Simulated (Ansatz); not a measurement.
Total energies of GeH3(NHMe) (CH₇GeN) from Ansatz at PBE0-D4/def2-TZVP, gas phase (1 Eh = 27.2114 eV = 2625.5 kJ/mol). The reference geometry is relaxed at PBE0-D4/def2-SVP.

| state | geometry | energy (Eh) |
| --- | --- | --- |
| charge 0 singlet | reference | -2173.72017 |
| charge 1 doublet | reference | -2173.39933 |
| free Ge atom (triplet) | – | -2076.65516 |
| free H atom (doublet) | – | -0.50104 |
| free N atom (quartet) | – | -54.54382 |
| free C atom (triplet) | – | -37.80537 |

Problem. Work out the vertical ionisation energy to the doublet.

Solution. E(charge 1 doublet) − E(charge 0 singlet) = -2173.39933 − (-2173.72017) = 0.32084 Eh = 8.73 eV. For comparison, −ε of the highest occupied level is 6.59 eV at this level, 2.14 eV less.

Problem. What is the binding energy per atom against free atoms?

Solution. Atoms: 1 × (-2076.65516) + 7 × (-0.50104) + 1 × (-54.54382) + 1 × (-37.80537) = -2172.51163 Eh. Binding: -2172.51163 − (-2173.72017) = 1.20854 Eh = 32.89 eV, or 3.29 eV for each of 10 atoms (no zero-point energy, no counterpoise term).
